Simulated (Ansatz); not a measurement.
Gas-phase electronic energies from Ansatz, PBE0-D4/def2-TZVP geometries. CBS: MP2 limit from def2 TZ/QZ plus the TZ coupled-cluster correction, frozen cores. This one scheme is used for every species, atoms too. Open shells (•) are unrestricted, without spin–orbit coupling. Spin–orbit coupling would lower the free atoms: a little for B, C, O. Each species was taken in one conformer, which may not be the lowest.

Reaction (atomization): `BOC=N` → B• + C• + 4 H• + N• + O•

```
species  MP2/def2-TZVPP energy (Eh)
`BOC=N`                  -194.98087
     B•                   -24.57584
     C•                   -37.75859
     H•                    -0.49981
     N•                   -54.49761
     O•                   -74.95729
```

**Question.** Work out ΔE.

**Answer.** ΔE = 4 × (-0.49981) + (-24.57584) + (-37.75859) + (-54.49761) + (-74.95729) − (-194.98087) = 1.19230 Eh = +748.2 kcal/mol. CCSD(T)/CBS gives +751.0 kcal/mol.

Largest T1 diagnostic among the species: 0.015.

From PBE to PBE0 (25 % exact exchange), in def2-TZVPP and without D4, ΔE moves by −21.3 kcal/mol: exact exchange takes away binding that semilocal exchange gives to molecules. The D4 term adds +4.2 kcal/mol with B3LYP and +2.1 kcal/mol with PBE0; it sums over pairs of atoms, weighted by their polarisabilities, and B3LYP, whose exchange is more repulsive, gets the larger term. Leaving LDA and LC-ωPBE aside and taking each functional with its dispersion term where it has one, the values, not all of them listed here, spread over 49.9 kcal/mol, from BHLYP-D4 to PBE-D4. LDA lies +99.7 kcal/mol from PBE without D4, its usual overbinding.

B3LYP here is the variant with VWN-RPA as its local correlation; programs differ in this.

For atomizations the MP2-based limit and the directly extrapolated one differ by several kJ/mol either way, and by 10 to 25 for some Ge, Se and Sn compounds, so smaller differences from it don't rank the levels.
